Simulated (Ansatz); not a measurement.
Stepwise reaction of `C[CH2][Al]([NH2])[NH2]` with hydrogen fluoride, as a gas-phase model of exchange steps in deposition or etching. ΔE in kJ/mol; ΔG adds harmonic PBE0-D4 terms to CCSD(T)/CBS, at 1 bar.

Program: Ansatz. Geometries: PBE0-D4/def2-TZVP. ΔE: electronic, gas phase. CBS: MP2 limit from def2 TZ/QZ plus the TZ coupled-cluster correction, frozen cores. This one scheme is used for every species. DFT in def2-TZVPP. B3LYP here is the variant with VWN-RPA as its local correlation; programs differ in this. One conformer a species, not always the lowest.

```csv
step,reaction,PBE-D4,B3LYP-D4,ωB97M-V,CCSD(T)/CBS,ΔG(500 K)
1,`C[CH2][Al]([NH2])[NH2]` + H–F → `C[CH2][Al]([NH2])[F]` + NH₃,-105.3,-109.5,-108.3,-104.9,-100.1
2,`C[CH2][Al]([NH2])[F]` + H–F → `C[CH2][Al]([F])[F]` + NH₃,-91.7,-95.7,-94.5,-92.6,-93.5
```

Question: By hand: ΔE of the 2 steps together at CCSD(T)/CBS.

Answer: (-104.9) + (-92.6) = -197.5 kJ/mol, or -98.8 kJ/mol a step.

In ΔE each step is higher than the one before. All are downhill at CCSD(T)/CBS. ΔG lies between -100.1 and -93.5 kJ/mol a step. PBE-D4 differs from CCSD(T)/CBS by -0.4 to 0.9 kJ/mol a step. Isolated molecules leave out the surface, adducts and barriers. Largest T1 diagnostic: 0.012.
